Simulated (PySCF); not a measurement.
Job for PySCF: R-B3LYP/LANL2DZ on FHTe (SMILES F[TeH]), a point of a bond scan (R = 1.501 Å).

```python
from pyscf import gto, scf, dft, mp
from pyscf.data.elements import chemcore

mol = gto.M(
    atom='''
    Te    0.18518663   -0.06058026    0.20051425
    H     1.19919326   -0.28453977   -0.88351901
    F    -1.21572950    0.38439975   -1.04697488
    ''',
    basis='lanl2dz',
    ecp={'Te': 'lanl2dz'},
    charge=0, spin=0, verbose=3, max_memory=1800)
mf = dft.RKS(mol, xc='b3lyp')
mf.conv_tol = 1e-8
mf.max_cycle = 100
mf.kernel()
if not mf.converged:
    mf = mf.newton().run(mf.mo_coeff, mf.mo_occ)
```

The log:

```
converged SCF energy = -108.465015840821
```

Self-consistency was reached.

Cost: roughly 1.1 core-seconds.
